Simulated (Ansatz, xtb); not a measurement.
## Relative energy of two isomers of BBrClH3OSi

Structure I: `BO[Si@H](Cl)Br`, a singlet. Structure II: `ClBO[SiH2]Br`, a singlet. Both are isolated molecules in the gas phase, relaxed with r2SCAN-D4/def2-SVP; the shapes shown needn't be the lowest conformers.

I (Å):

```xyz
8

B     0.4948    0.1026   -1.2924
Br    2.0625    3.3153   -0.3528
Cl    1.7844    1.1953    2.4038
O     1.5201    0.1551   -0.4020
Si    2.3914    1.2799    0.4467
H     0.1216   -0.9928   -1.6380
H    -0.0012    1.1257   -1.7079
H     3.8190    0.9281    0.3505
```

II (Å):

```tsv
atom	x (Å)	y (Å)	z (Å)
B	-0.9296	1.1566	-1.9429
Br	2.3274	-1.8108	-2.7392
Cl	-0.5219	2.4342	-0.7707
O	-0.0180	0.2200	-2.2505
Si	1.5612	-0.0099	-1.7075
H	-2.0228	1.1571	-2.4404
H	1.5517	-0.2658	-0.2479
H	2.3938	1.1523	-2.0977
```

Task: Estimate which is lower in electronic energy at CCSD(T)/def2-SVP + ΔMP2/def2-TZVPP, and by roughly how much.

Result: Too close to call at this level: CCSD(T)/def2-SVP + ΔMP2/def2-TZVPP gives E(II) − E(I) = −0.01 kcal/mol.

Level by level:

| level | geometry | E(II) − E(I) (kcal/mol) | departure from the last row (kcal/mol) | job, with rough time for the two |
| --- | --- | --- | --- | --- |
| GFN2-xTB | GFN2-xTB | −2.77 | −2.76 | optimisation, 1.8 s |
| HF/STO-3G | GFN2-xTB | −5.52 | −5.51 | single point, 2.5 s |
| r2SCAN-D4/def2-SVP//GFN2-xTB | GFN2-xTB | −2.85 | −2.83 | single point, 11 s |
| r2SCAN-D4/def2-SVP | r2SCAN-D4/def2-SVP | −3.20 | −3.19 | optimisation, 3.4 min |
| HF/def2-SVP | r2SCAN-D4/def2-SVP | −2.16 | −2.15 | part of the CCSD(T) run |
| MP2/def2-SVP | r2SCAN-D4/def2-SVP | −3.60 | −3.59 | part of the CCSD(T) run |
| CCSD(T)/def2-SVP | r2SCAN-D4/def2-SVP | −4.10 | −4.09 | single point |
| CCSD(T)/def2-SVP + ΔMP2/def2-TZVPP | r2SCAN-D4/def2-SVP | −0.01 |  | single point, 74 s |

As drawn, II has 1 B–Cl, 1 Si–H in place of 1 Cl–Si, 1 B–H.

The largest departure from CCSD(T)/def2-SVP + ΔMP2/def2-TZVPP is that of HF/STO-3G, 5.51 kcal/mol. The last row adds to CCSD(T) the change of the MP2 difference between the two basis sets, here +4.09 kcal/mol, a large step that makes the value less sure.

With harmonic frequencies from r2SCAN-D4/def2-SVP (ideal gas, rigid rotor, one conformer each, 298.15 K, 1 atm): on the last row, ΔE + ΔZPE = −0.19 kcal/mol. A mode under 50 cm⁻¹ makes harmonic enthalpies and free energies unreliable, so none is given.

The correlated steps freeze 21 core orbitals; the filled d shell of Br is correlated, in a basis made for valence electrons. Run with Ansatz 0.2.0, xtb 6.7.1; the last row on 2 threads of AMD EPYC (Zen 3) on a shared host.
